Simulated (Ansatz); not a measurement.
Relaxation of C2H7AlBF (12 atoms, charge 0, multiplicity 1), to a largest force component of 0.02 eV/Å in at most 40 steps.

The calculation used Ansatz 0.2.0, RKS PBE0/6-31G.

```xyz
12
Properties=species:S:1:pos:R:3:forces:R:3
B -1.367 0.757 -0.325 -0.41 0.80 -0.14
C -0.347 -0.163 0.344 0.54 0.75 -0.10
Al 0.106 -1.600 -0.972 1.36 0.17 0.81
C 0.972 0.627 0.786 -1.86 -2.26 -1.33
F 0.562 1.547 1.732 -0.25 1.27 1.14
H -1.130 1.444 -1.299 0.24 -0.19 0.24
H -2.477 0.891 0.118 -0.11 -0.32 -0.15
H -0.769 -0.629 1.222 -0.03 -0.25 0.64
H 0.552 -1.132 -2.392 -0.26 0.04 -0.86
H 0.955 -2.855 -0.376 -0.52 -0.16 -0.05
H 1.630 -0.082 1.253 0.79 -0.15 0.25
H 1.391 1.141 -0.057 0.52 0.30 -0.46
```

Question: Where does it end, and by what steps?

Answer: The forces met the threshold. Limits of this set-up: no polarisation functions. After 27 steps the energy has fallen by 0.705 eV; H9 moved furthest, 2.02 Å.

| step | energy less start (eV) | largest force component (eV/Å) | accepted |
| --- | --- | --- | --- |
| 0 | 0.0000 | 2.259 | yes |
| 1 | -0.4047 | 1.072 | yes |
| 2 | -0.5029 | 0.445 | yes |
| 3 | -0.5722 | 0.239 | yes |
| 4 | -0.6090 | 0.341 | yes |
| 5 | -0.6279 | 0.220 | yes |
| 6 | -0.6344 | 0.131 | yes |
| 7 | -0.6361 | 0.092 | yes |
| 8 | -0.6372 | 0.106 | yes |
| 9 | -0.6409 | 0.027 | yes |
| 10 | -0.6438 | 0.040 | yes |
| 11 | -0.6468 | 0.183 | yes |
| 12 | -0.6501 | 0.183 | yes |
| 13 | -0.6599 | 0.107 | yes |
| 14 | -0.6645 | 0.239 | yes |
| 15 | -0.6713 | 0.165 | yes |
| 16 | -0.6797 | 0.145 | yes |
| 17 | -0.6834 | 0.182 | yes |
| 18 | -0.6894 | 0.140 | yes |
| 19 | -0.6949 | 0.165 | yes |
| 20 | -0.6982 | 0.148 | yes |
| 21 | -0.7008 | 0.112 | yes |
| 22 | -0.7024 | 0.059 | yes |
| 23 | -0.7036 | 0.024 | yes |
| 24 | -0.7046 | 0.045 | yes |
| 25 | -0.7049 | 0.056 | yes |
| 26 | -0.7052 | 0.026 | yes |
| 27 | -0.7054 | 0.015 | yes |

```xyz
12
Properties=species:S:1:pos:R:3
B -1.156 0.913 -0.516
C -0.297 -0.041 0.320
Al 0.166 -1.530 -0.961
C 0.924 0.540 0.991
F 0.512 1.551 1.933
H -0.663 1.892 -1.008
H -2.300 0.654 -0.768
H -0.918 -0.622 1.029
H -0.986 -2.294 -1.772
H 1.713 -1.959 -1.047
H 1.501 -0.192 1.564
H 1.581 1.035 0.269
```

Run time: 48 s on 1 thread of AMD EPYC 9R45 96-Core Processor (Zen 5) (shared host), peak memory 0.18 GiB.
